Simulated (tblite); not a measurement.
C5H12AsN.
Geometry (GFN2-xTB, Å), atoms numbered from 1 in this order:
```
atom  x, y, z in Å
N1    -1.9225    0.6025    1.0729
C2    -1.9589   -0.1429   -0.1783
C3    -0.5582   -0.1166   -0.7818
C4     0.3925   -1.1117   -0.1074
C5     1.8021   -0.5335   -0.1123
C6     1.7099    0.8767    0.4544
As7    0.1880    1.7258   -0.4863
H8    -1.3977    0.0813    1.7691
H9    -2.8571    0.7418    1.4414
H10   -2.3197   -1.1790   -0.0583
H11   -2.6471    0.3807   -0.8492
H12   -0.6198   -0.3345   -1.8527
H13    0.3621   -2.0832   -0.6077
H14    0.0873   -1.2671    0.9313
H15    2.1696   -0.4898   -1.1419
H16    2.4860   -1.1625    0.4648
H17    2.6383    1.4353    0.3198
H18    1.4908    0.8442    1.5259
H19    0.9446    1.7417   -1.8110
```

Calculated harmonic vibrations of the isolated species, GFN2-xTB (tblite), most abundant isotopes, no scaling. This tight-binding method is rough: wavenumbers can miss measured ones by several per cent, in bad cases by 10 to 20. Modes of hydrogen on arsenic can be 10 to 20 % off. One conformer, not necessarily the lowest.

Harmonic wavenumbers (cm⁻¹): 62.6, 142.6, 201.7, 245.3, 287.1, 312.4, 357.1, 445.3, 531.2, 565.3, 608.1, 691.5, 750.1, 826.6, 864.4, 898.4, 927.6, 964.5, 991.8, 1009.2, 1035.8, 1076.3, 1093.6, 1114.7, 1134.6, 1155.0, 1187.3, 1225.9, 1245.7, 1266.1, 1286.0, 1324.5, 1339.5, 1351.8, 1454.4, 1483.0, 1486.7, 1497.2, 1555.3, 1788.4, 2817.7, 2911.7, 2927.1, 2936.5, 2945.1, 2948.8, 2952.0, 2960.3, 2963.8, 3375.0, 3408.4.

A = 2237, B = 1794, C = 1243 MHz; mass 161.019 u (most abundant isotopes); point group C1, symmetry number 1.

Problem. Zero-point energy?

Solution. ½Σν̃ = 35466 cm⁻¹ = 101.40 kcal/mol.

Problem. Entropy at 298.15 K, 1 bar (ideal gas, RRHO, classical rotation)?

Solution. Translation 41.16, rotation 28.56, vibration 19.50: S = 89.2 cal/(mol K).

Problem. And Cp and H(298.15 K) − H(0)?

Solution. Cp = 33.28 cal/(mol K), of which vibrations give 25.33 (their classical limit is 51 R = 101.3); H(298.15 K) − H(0) = 5.73 kcal/mol without the zero-point energy, 3.36 from vibrations.

Problem. Which modes carry the vibrational entropy at 298.15 K?

Solution. 62.6 cm⁻¹: 4.37; 142.6 cm⁻¹: 2.77; 201.7 cm⁻¹: 2.12; 245.3 cm⁻¹: 1.76; 287.1 cm⁻¹: 1.49; 312.4 cm⁻¹: 1.35 cal/(mol K); the other 45 give 5.64 together.

Problem. What must be added to the electronic energy to get the Gibbs energy at 298.15 K and 1 bar?

Solution. ZPE + [H(298.15 K) − H(0)] − T·S = 101.40 + 5.73 − 26.60 = 80.53 kcal/mol.

Problem. How do the functions run with temperature in this model?

Solution. 
```
T (K)  S (cal/(mol K))  Cp (cal/(mol K))  H − H(0) (kcal/mol)  G − H(0) (kcal/mol)  ln q(vib)
  100             65.3              14.6                 1.07                -5.46       0.78
  200             78.1              23.4                 2.96               -12.66       2.36
  300             89.4              33.5                 5.79               -21.04       4.18
  500            111.3              53.0                14.52               -41.13       8.24
  800            140.7              72.1                33.53               -79.05      14.69
 1000            157.8              80.3                48.82              -108.93      18.89
```

q(vib) and H(0) count from the zero-point level.

Problem. Blend soft modes into free rotors: weight 1/[1 + (100 cm⁻¹/ν̃)⁴] for the oscillator and the rest for a rotor with moment μB/(μ + B), μ = h/(8π²ν), B = 10⁻⁴⁴ kg m². What vibrational entropy results?

Solution. 18.56 cal/(mol K) in place of 19.50, which changes −T·S at 298.15 K by +0.28 kcal/mol.

Hindered rotation and anharmonicity are outside this model. Other conformers, if any are populated, would add a mixing term that is left out. The structure is chiral; the term R ln 2 for an equal mix with its mirror image is left out.
